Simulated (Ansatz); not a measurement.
Compare A (`O[C]1=[N][GeH2]1`) with its isomer B (`N=[C]1[O][GeH2]1`).

Isolated molecules relaxed with PBE0-D4/def2-TZVP in Ansatz; ΔE leaves out vibrations. CBS: MP2 limit from def2 TZ/QZ plus the TZ coupled-cluster correction, frozen cores. DFT in def2-TZVPP. B3LYP here is the variant with VWN-RPA as its local correlation; programs differ in this. For Ge outer-core shells are correlated without core-valence functions, which leaves a few kJ/mol of doubt a bond. Scalar relativity is left out up to krypton. Each species was taken in one conformer, which may not be the lowest.

Which is lower in electronic energy at CCSD(T)/CBS, and by how much? (An estimate is asked.)

The calculation gave: B, by 24.0 kJ/mol.

Give E(B) − E(A) in kJ/mol with MP2/def2-TZVPP, HF/def2-TZVPP, r2SCAN-D4, B3LYP, B2PLYP, CCSD(T)/def2-SVP, LDA (SPW92). (Estimate.)

The calculation gave: MP2/def2-TZVPP -21.9, HF/def2-TZVPP -12.5, r2SCAN-D4 -43.1, B3LYP -39.6, B2PLYP -33.5, CCSD(T)/def2-SVP -18.9, LDA (SPW92) -40.5. None reverses the order clearly.

Does the order hold for the free energy at 298.15 K (harmonic terms from PBE0-D4)? (Best estimate.)

Ansatz gave: Yes: G(B) − G(A) = -25.1 kJ/mol, for one conformer each.

Largest T1 diagnostic: 0.018.

In def2-TZVPP, CCSD(T) changes the Hartree–Fock value by −11.4 kJ/mol (the triples alone add −4.0 kJ/mol) and MP2 by −9.4 kJ/mol. From BLYP to BHLYP (50 % exact exchange), in def2-TZVPP and without D4, E(B) − E(A) moves by +23.7 kJ/mol.
